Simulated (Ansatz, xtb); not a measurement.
## C4H6N2O: which of two isomers lies lower

Structure a: `Cc1n[nH]cc1O`, a singlet. Structure b: `OCc1ncc[nH]1`, a singlet. Both are isolated molecules in the gas phase, relaxed with PBE0-D3(BJ)/def2-SVP; the shapes shown needn't be the lowest conformers.

a (Å):

```yaml
atoms:
  - { symbol: C, position_ang: [-0.5739, -0.4678, -1.8064] }
  - { symbol: C, position_ang: [0.4464, 0.3287, -1.0737] }
  - { symbol: C, position_ang: [2.1326, 0.9592, 0.2408] }
  - { symbol: C, position_ang: [1.4319, -0.1576, -0.1764] }
  - { symbol: N, position_ang: [0.5447, 1.6487, -1.1907] }
  - { symbol: N, position_ang: [1.5491, 2.0060, -0.4050] }
  - { symbol: O, position_ang: [1.5764, -1.4627, 0.1414] }
  - { symbol: H, position_ang: [-1.2317, -1.0132, -1.1116] }
  - { symbol: H, position_ang: [-0.1029, -1.2177, -2.4612] }
  - { symbol: H, position_ang: [-1.1900, 0.1996, -2.4229] }
  - { symbol: H, position_ang: [1.8053, 2.9808, -0.3379] }
  - { symbol: H, position_ang: [2.9709, 1.0838, 0.9227] }
  - { symbol: H, position_ang: [2.3030, -1.5643, 0.7630] }
```

b (Å):

```yaml
atoms:
  - { symbol: C, position_ang: [0.1235, -0.5277, -1.8983] }
  - { symbol: C, position_ang: [0.8227, 0.4258, -0.9876] }
  - { symbol: C, position_ang: [1.7310, 2.1373, -0.1022] }
  - { symbol: C, position_ang: [1.8579, 1.1253, 0.8204] }
  - { symbol: N, position_ang: [1.0855, 1.6889, -1.2219] }
  - { symbol: N, position_ang: [1.2681, 0.0363, 0.2317] }
  - { symbol: O, position_ang: [0.0685, -1.7736, -1.2513] }
  - { symbol: H, position_ang: [-0.3827, -2.4008, -1.8216] }
  - { symbol: H, position_ang: [0.6760, -0.5748, -2.8566] }
  - { symbol: H, position_ang: [-0.8835, -0.1283, -2.1277] }
  - { symbol: H, position_ang: [2.0743, 3.1672, -0.0121] }
  - { symbol: H, position_ang: [2.3019, 1.0859, 1.8114] }
  - { symbol: H, position_ang: [1.1618, -0.9017, 0.5964] }
```

Quicker runs give these differences E(b) − E(a): GFN2-xTB −21.0 kJ/mol; HF/STO-3G −15.3 kJ/mol (at GFN2-xTB geometries); r2SCAN-D4/def2-SVP −36.6 kJ/mol (at GFN2-xTB geometries).

Task: Estimate E(b) − E(a) at the level CCSD(T)/def2-SVP + ΔMP2/def2-TZVPP.

Result: Calculated at CCSD(T)/def2-SVP + ΔMP2/def2-TZVPP: E(b) − E(a) = −52.6 kJ/mol, so structure b lies lower.

How the difference moves with the method:

| level | geometry | E(b) − E(a) (kJ/mol) | departure from the last row (kJ/mol) | job, with rough time for the two |
| --- | --- | --- | --- | --- |
| GFN2-xTB | GFN2-xTB | −21.0 | +31.6 | optimisation, 0.16 s |
| HF/STO-3G | GFN2-xTB | −15.3 | +37.3 | single point, 0.9 s |
| r2SCAN-D4/def2-SVP | GFN2-xTB | −36.6 | +16.0 | single point, 5.8 s |
| PBE0-D3(BJ)/def2-SVP | PBE0-D3(BJ)/def2-SVP | −38.2 | +14.4 | optimisation, 49 s |
| HF/def2-SVP | PBE0-D3(BJ)/def2-SVP | −70.7 | −18.1 | part of the CCSD(T) run |
| MP2/def2-SVP | PBE0-D3(BJ)/def2-SVP | −43.8 | +8.8 | part of the CCSD(T) run |
| CCSD(T)/def2-SVP | PBE0-D3(BJ)/def2-SVP | −48.6 | +4.0 | single point |
| CCSD(T)/def2-SVP + ΔMP2/def2-TZVPP | PBE0-D3(BJ)/def2-SVP | −52.6 |  | single point, 87 s |

As drawn, b has 2 C∷N in place of 1 N∷N, 1 C∷C (∷ is an aromatic bond).

None of the levels shown reverses the order. The largest departure from CCSD(T)/def2-SVP + ΔMP2/def2-TZVPP is that of HF/STO-3G, 37.3 kJ/mol. The last row adds to CCSD(T) the change of the MP2 difference between the two basis sets, here −4.0 kJ/mol.

With thermal terms from frequencies at re-optimised GFN2-xTB minima (ideal gas, soft modes damped towards free rotors, one conformer each, 298.15 K, 1 atm): the zero-point term adds +1.4 kJ/mol; ΔH is −52.2 and ΔG −50.6 kJ/mol.

The correlated steps freeze 7 core orbitals. Run with Ansatz 0.2.0, xtb 6.7.1; the last row on 2 threads of Intel(R) Xeon(R) Processor @ 2.70GHz on a shared host.
